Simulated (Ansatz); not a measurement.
Reaction (redistribution): `C[N](C)[Al]([OH])[OH]` + `[MgH][O][SiH3]` → `[OH][Al]([OH])[O][SiH3]` + `C[N](C)[MgH]`

Calculated with Ansatz (gas phase, PBE0-D4/def2-TZVP geometries, no zero-point term in ΔE). CCSD(T)/CBS adds triple-zeta CCSD(T) − MP2 to the extrapolated MP2 energy (def2 sets, frozen cores). This one scheme is used for every species. Functionals use def2-TZVPP. For Mg outer-core shells are correlated without core-valence functions, which leaves a few kJ/mol of doubt a bond. One conformer a species, not always the lowest.

```
    level  ΔE (kJ/mol)
r2SCAN-D4         39.0
  ωB97X-V         40.2
```

What does CCSD(T)/CBS give? (Best estimate.)

Ansatz gave: +40.0 kJ/mol. The listed levels differ from it by -1.0, 0.2 kJ/mol.

Largest T1 diagnostic among the species: 0.012.
